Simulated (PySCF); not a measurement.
Zn(I)(NH2) (H2INZn), SMILES [Zn]([NH2])[I].

Coordinates come from a B3LYP-D3(BJ)/def2-SVP optimisation. The def2 effective core potentials stand for the cores of I; spin–orbit coupling is left out. Other conformers were not sampled.

The numbers are results of CAM-B3LYP/def2-TZVPD (PySCF), not measurements.

Symmetry labels are those of the subgroup Cs that the program uses (full group Cs).

Q: List the valence orbital energies around the gap with their symmetry. (The exact figures need the calculation; the answer reports its results.)

A: 
```
orbital  symmetry  energy (eV)
-------  --------  -----------
HOMO−7         A"       -16.70
HOMO−6         A'       -16.68
HOMO−5         A"       -14.34
HOMO−4         A'       -12.16
HOMO−3         A'       -10.43
HOMO−2         A'        -9.10
HOMO−1         A"        -8.92
HOMO           A'        -8.67
LUMO           A'        -0.47
LUMO+1         A"         0.21
LUMO+2         A'         0.52
LUMO+3         A'         0.67
```
